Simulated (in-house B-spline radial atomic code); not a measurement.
Inner levels of erbium as electrons are removed. A shift is the extra binding of the orbital against the neutral atom ([Xe] 4f5/2(6) 4f7/2(6) 6s2). The density at the nucleus is averaged over the nuclear charge. Computed with an all-electron radial atomic-structure program (B-spline basis): Dirac-Hartree-Fock, jj configuration that fills j = l - 1/2 first, finite nuclei.

A number in brackets counts the electrons of a j subshell.

| ion | configuration | shift of 4p1/2 (eV) | shift of 5p3/2 (eV) | shift of 3d3/2 (eV) | radius of 4p1/2 (bohr) | radius of 5p3/2 (bohr) | radius of 3d3/2 (bohr) | Σ<r²> (bohr²) | change of density at nucleus (bohr⁻³) |
| --- | --- | --- | --- | --- | --- | --- | --- | --- | --- |
| Er | [Xe] 4f5/2(6) 4f7/2(6) 6s2 | 0 | 0 | 0 | 0.51895 | 1.5521 | 0.20123 | 79.826 | - |
| Er+ | [Xe] 4f5/2(6) 4f7/2(6) 6s1 | 6.3219 | 6.295 | 6.3206 | 0.51895 | 1.5463 | 0.20123 | 53.435 | -15.281 |
| Er2+ | [Xe] 4f5/2(6) 4f7/2(6) | 13.951 | 13.851 | 13.949 | 0.51896 | 1.5369 | 0.20123 | 36.527 | -46.301 |
| Er3+ | [Xe] 4f5/2(6) 4f7/2(5) | 34.679 | 28.926 | 34.718 | 0.51815 | 1.4754 | 0.20129 | 32.999 | 1.622 |
| Er4+ | [Xe] 4f5/2(6) 4f7/2(4) | 58.077 | 45.309 | 58.511 | 0.51703 | 1.4191 | 0.20134 | 30.21 | 60.836 |
| Er5+ | [Kr] 4d10 4f5/2(6) 4f7/2(4) 5s2 5p1/2(2) 5p3/2(3) | 75.471 | 60.708 | 75.976 | 0.51699 | 1.3872 | 0.20133 | 27.194 | 95.596 |
| Er6+ | [Kr] 4d10 4f5/2(6) 4f7/2(4) 5s2 5p1/2(2) 5p3/2(2) | 93.647 | 76.649 | 94.282 | 0.51692 | 1.3585 | 0.20133 | 24.446 | 132.94 |
| Er7+ | [Kr] 4d10 4f5/2(6) 4f7/2(4) 5s2 5p1/2(2) 5p3/2(1) | 112.56 | 93.101 | 113.39 | 0.51682 | 1.3321 | 0.20131 | 21.919 | 172.77 |
